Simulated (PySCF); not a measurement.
CH₈Si₂, SMILES [SiH3]C[SiH3] (connectivity only; charge and spin as stated), charge +1, multiplicity 2.

The structure is a stationary point at PBE-D3(BJ)/def2-SVP. The spin state was assumed, not searched.

Method: TDA-M06-2X/def2-SVPD in PySCF.

Vertical excitations. Isolated molecule, no solvent.

Task: Estimate the UV-visible absorptions. (Estimate from the structure and the level; the computed values follow.)

Result: 
| state | energy (eV) | λ (nm) | f | main pairs |
|---|---|---|---|---|
| root 1 | 2.76 | 449 | 0.002 | β HOMO−4→LUMO 50 %, β HOMO−2→LUMO 47 % |
| root 2 | 3.18 | 389 | 0.001 | β HOMO−3→LUMO 67 %, β HOMO−1→LUMO 24 % |
| root 3 | 3.29 | 376 | 0.037 | β HOMO→LUMO 92 % |
| root 4 | 3.31 | 375 | 0.000 | β HOMO−1→LUMO 72 %, β HOMO−3→LUMO 25 % |
| root 5 | 3.77 | 329 | 0.176 | β HOMO−2→LUMO 47 %, β HOMO−4→LUMO 45 % |
| root 6 | 4.98 | 249 | 0.000 | β HOMO−5→LUMO 90 % |
| root 7 | 6.90 | 180 | 0.002 | α HOMO→LUMO 92 % |
| root 8 | 7.96 | 156 | 0.000 | α HOMO−3→LUMO 17 %, α HOMO−1→LUMO 15 %, β HOMO→LUMO+1 26 %, β HOMO−6→LUMO 17 % |
| root 9 | 8.00 | 155 | 0.025 | α HOMO−4→LUMO 11 %, α HOMO−2→LUMO 6 %, β HOMO−7→LUMO 47 %, β HOMO−1→LUMO+1 16 % |
| root 10 | 8.02 | 155 | 0.000 | α HOMO−1→LUMO 44 %, α HOMO−3→LUMO 13 %, β HOMO−2→LUMO+1 19 %, β HOMO−6→LUMO 8 % |
Unrestricted roots are not spin-pure.
